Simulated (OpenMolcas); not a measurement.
# N²⁺: effect of the active space

```yaml
Program: OpenMolcas 26.06
Method: MS-CASPT2 or its RAS form, IPEA 0.25 Eh, imaginary shift 0.1 Eh
Basis: ANO-R2
Scalar_Hamiltonian: X2C, finite nucleus
Spin-orbit_coupling: state interaction with AMFI integrals over the reference wave functions, term energies averaged over their components
```

A. 3 electrons in 4 orbitals (2s 2p); 2S+1 = 4 odd, 1 root; 2S+1 = 2 odd, 11 roots; 2S+1 = 4 even, 3 roots; 2S+1 = 2 even, 9 roots; closed shells correlated: 1s; CASPT2 step about 2.7 core-seconds
B. 3 electrons in 8 orbitals (2s 2p 3s 3p); 2S+1 = 4 odd, 1 root; 2S+1 = 2 odd, 11 roots; 2S+1 = 4 even, 3 roots; 2S+1 = 2 even, 9 roots; closed shells correlated: 1s; CASPT2 step roughly 8 core-seconds
C. 3 electrons in 9 orbitals (RAS2 2s 2p; RAS3 3d, at most 2 electrons); 2S+1 = 4 odd, 1 root; 2S+1 = 2 odd, 11 roots; 2S+1 = 4 even, 3 roots; 2S+1 = 2 even, 9 roots; closed shells correlated: 1s; CASPT2 step roughly 16 core-seconds

Energies in cm-1 above 2s2 2p 2P* 1/2, the measured ground level; measured values from Moore, Selected Tables of Atomic Spectra, NSRDS-NBS 3, section 5.

| Level | A | B | C | Measured |
| --- | --- | --- | --- | --- |
| 2s2 2p 2P* 1/2 | 0.0 | 0.0 | 0.0 | 0.0 |
| 2s2 2p 2P* 3/2 | 158 | 168 | 156 | 174 |
| 2s 2p2 4P 1/2 | 55830 | 56080 | 56610 |  |
| 2s 2p2 4P 3/2 | 55890 | 56130 | 56670 | 57247 |
| 2s 2p2 4P 5/2 | 55980 | 56230 | 56760 | 57328 |
| 2s 2p2 2D 3/2 | 101170 | 101050 | 101420 | 101031 |
| 2s 2p2 2D 5/2 | 101170 | 101060 | 101420 | 101024 |
| 2s 2p2 2S 1/2 | 131340 | 131220 | 131960 | 131004 |
| 2s 2p2 2P 1/2 | 147900 | 147190 | 146930 | 145876 |
| 2s 2p2 2P 3/2 | 148020 | 147300 | 147040 | 145986 |
| 2p3 4S* 3/2 | 185770 | 185990 | 186450 | 186797 |
| 2p3 2D* 3/2 | 204170 | 204490 | 203420 | 203089 |
| 2p3 2D* 5/2 | 204170 | 204490 | 203430 | 203075 |
| 2p3 2P* 1/2 | 232170 | 231440 | 231980 | 230404 |
| 2p3 2P* 3/2 | 232170 | 231460 | 231980 | 230409 |

Deviations, from unrounded energies. A percentage is the sum of absolute deviations over the sum of measured energies, with the sign that they share, or ± where signs differ.

```json
{"Against measurement": "mean absolute deviation (cm-1)", "Levels": "13", "A": "1100", "B": "830", "C": "710"}
{"Against measurement": "fine structure of the ground term (%)", "Levels": "1", "A": "-9.2", "B": "-3.5", "C": "-10.3"}
{"Against measurement": "other configurations (%)", "Levels": "12", "A": "±0.8", "B": "±0.6", "C": "±0.5"}
```

C lies closest to measurement on these levels and A furthest from it. The largest miss of C in the table is 2p3 2P* 3/2, by +1600 cm-1. The ranking rests on the paired levels alone, and a cruder setting can come out closer through cancelling errors.

The two smallest mean deviations differ by little beside CASPT2's spread within terms, so their order carries little weight.

Among A to C the level of the table that moves most is 2p3 2D* 5/2, by 1100 cm-1 (lowest in C, highest in B). Moves below CASPT2's spread within the term are not significant.

CASPT2 breaks the degeneracy within a term, and the mean is taken; among the terms shown or strongly mixed into the levels shown the widest spread is 990 cm-1 (2p3 2D*, A). Active for correlation alone: 3p 3s; no level in the range computed is led by a configuration that fills them, so any true level of that kind is missing (holds for B). Active for correlation alone: 3d; no level in the range computed is led by a configuration that fills it, so any true level of that kind is missing (holds for C). Computed and measured levels are paired by configuration, term and J; levels that our copy of the source lacks, or whose pairing is in doubt (as where it misses far off the trend of its configuration), stay unpaired and out of the deviations. Only configurations of the active space appear.

* marks odd parity.
